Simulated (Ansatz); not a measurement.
Input file for Ansatz (a program for electronic structure): R-CCSD(T)/cc-pV(T+d)Z on O3Si3 (SMILES [o+]1[si-][o+][si-][o+][si-]1). The basis file is the Basis Set Exchange's JSON of that set.

Ansatz 0.2 input:
```yaml
crystal:
  periodic: [false, false, false]
  atoms:
    - {symbol: Si, position_ang: [-0.00000000, 1.80316604, -0.00000000]}
    - {symbol: Si, position_ang: [-1.56158977, -0.90158133, 0.00000000]}
    - {symbol: Si, position_ang: [1.56158977, -0.90158133, 0.00000000]}
    - {symbol: O, position_ang: [-1.29905935, 0.75001345, -0.00000000]}
    - {symbol: O, position_ang: [0.00000000, -1.50003028, -0.00000000]}
    - {symbol: O, position_ang: [1.29905935, 0.75001345, 0.00000000]}
basis:
  gaussian:
    orbitals: cc-pV_T+d_Z.json
magnetization: {spin_polarized: false}
correlation: {method: ccsd_t, electrons: outside_noble_gas}
scf: {lower_state_search: off}
```

Output:

```
WARN ansatz: RAYON_NUM_THREADS=4 ignored (pool sized by the plan → 4); use --threads N
Functional definition: HF
these checks for a lower state are left out or cut short: stability, starts, cluster_reference, orbital_swaps, neighbouring_geometries, increment
integrals: 0.91 GiB planned
1281 factors; integrals over basis functions are off by at most 1.3e-3 eV
mean field: 0.92 GiB planned
mean field evaluation 1: about -29700.3730 eV, gradient 6.2e1 eV
mean field evaluation 2: about -29700.6589 eV, gradient 6.2e1 eV
mean field evaluation 4: about -29707.5843 eV, gradient 3.5e0 eV
mean field evaluation 8: about -29707.6754 eV, gradient 1.7e-1 eV
mean field -29707.67555995 eV, -1091.7369402423 hartree, gradient 9.9e-6 eV, S^2 0.000000; 0 other end points of the search recorded, 0 dependent functions left out
18 core orbitals not correlated
reference -29707.67555995 eV, -1091.7369402423 hartree; 15, 15 occupied and 174, 174 virtual orbitals, 1281 factors
second order -26.48128983 eV of doubles, -0.00000000 eV of singles
coupled cluster: 1.52 GiB planned
cycle   1  -26.04653615 eV  change    4.3e-1 eV  update   1.5e-1
cycle   2  -26.86685820 eV  change   -8.2e-1 eV  update   5.1e-2
cycle   3  -27.08327575 eV  change   -2.2e-1 eV  update   2.7e-2
cycle   4  -27.04255059 eV  change    4.1e-2 eV  update   5.7e-3
cycle   5  -27.04149349 eV  change    1.1e-3 eV  update   2.5e-3
cycle   6  -27.04327816 eV  change   -1.8e-3 eV  update   7.0e-4
cycle   7  -27.04264432 eV  change    6.3e-4 eV  update   3.1e-4
cycle   8  -27.04241132 eV  change    2.3e-4 eV  update   7.8e-5
cycle   9  -27.04247093 eV  change   -6.0e-5 eV  update   3.2e-5
cycle  10  -27.04248145 eV  change   -1.1e-5 eV  update   1.1e-5
perturbative correction -1.21616002 eV, -0.0446930564 hartree
Total energy: -29735.93420141 eV, -1092.7754261619 hartree
Checks for a lower state left out: stability, starts, cluster_reference, orbital_swaps, neighbouring_geometries, increment
```

The calculation finished and met its thresholds.

Cost: roughly 40 core-seconds.
